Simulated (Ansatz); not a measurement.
Geometry optimisation, RKS B3LYP-D4/def2-SVP (Ansatz).

Input:

```yaml
crystal:
  periodic: [false, false, false]
  atoms:
    - { symbol: "N", position_ang: [0.32293, -1.41982, 0.55793] }
    - { symbol: C, position_ang: [0.07788, -0.3142, 1.23996] }
    - { symbol: O, position_ang: [0.04447, -0.12346, 2.41373] }
    - { symbol: Ga, position_ang: [-0.27621, 1.1997, -0.19249] }
    - { symbol: O, position_ang: [-0.1142, 0.49617, -1.80986] }
    - { symbol: F, position_ang: [-0.67948, 2.93611, -0.13053] }
    - { symbol: H, position_ang: [0.31068, -1.39422, -0.45196] }
    - { symbol: H, position_ang: [0.52184, -2.28843, 1.03865] }
    - { symbol: H, position_ang: [-0.20792, 0.90815, -2.66543] }
basis:
  gaussian: { orbitals: def2-SVP }
hamiltonian:
  xc: b3lyp
  dispersion: d4
relax:
  f_tol: 0.015
  max_steps: 40
```

Run as:

```bash
$ ansatz run input.yaml --threads 2 --pin off --max-ram 3072MiB --backend cpu --events-out ev --progress --plain --runs-dir out
```

Task: Where does it end, and by what steps?

Result: It converged. After 9 steps the energy has fallen by 0.154 eV; H9 moved furthest, 0.29 Å.

```
step  energy less start (eV)  largest force component (eV/Å)  accepted
   0                  0.0000                           2.210       yes
   1                 -0.0927                           1.177       yes
   2                 -0.1368                           0.258       yes
   3                 -0.1459                           0.215       yes
   4                 -0.1521                           0.148       yes
   5                 -0.1531                           0.106       yes
   6                 -0.1541                           0.052       yes
   7                 -0.1543                           0.033       yes
   8                 -0.1544                           0.018       yes
   9                 -0.1544                           0.002       yes
```

```xyz
9
Properties=species:S:1:pos:R:3
N 0.340 -1.480 0.607
C 0.064 -0.269 1.160
O 0.016 -0.044 2.349
Ga -0.257 1.123 -0.268
O -0.128 0.535 -1.955
F -0.644 2.824 -0.062
H 0.366 -1.607 -0.399
H 0.523 -2.275 1.216
H -0.280 1.192 -2.648
```

Whether the end is a true minimum wasn't checked by a vibrational analysis.

Time of the run: 43 s on 2 threads of Arm Neoverse V1, with other jobs on the host, peak memory 0.3 GiB.
